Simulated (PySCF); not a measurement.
**Polarisability and C₆ of Co²⁺ (cobalt, charge +2)**

[Ar] 3d7, high-spin 4F determinant. Computed with PySCF 2.14 in aug-cc-pwCVTZ, with no relativity, point nucleus. Coupled (time-dependent) response in atomic units; α is the mean over directions.

| method | mean α (bohr³) | C₆ (like pair) | S(−4) |
| --- | --- | --- | --- |
| M06 | 3.476 | 9.899 | 6.856 |

S(−4) is the Cauchy moment in α(ω) = α(0) + S(−4) ω² + …

α(iu) at M06:

```csv
u (hartree),α(iu) (bohr³)
0,3.476
0.0500,3.459
0.100,3.410
0.200,3.239
0.300,3.015
0.500,2.566
0.750,2.114
1.00,1.776
1.50,1.308
2.00,1.006
3.00,0.6502
5.00,0.3377
```

For an ion, C₆ is the dispersion term alone; charge-induced terms of lower order in 1/R come first.
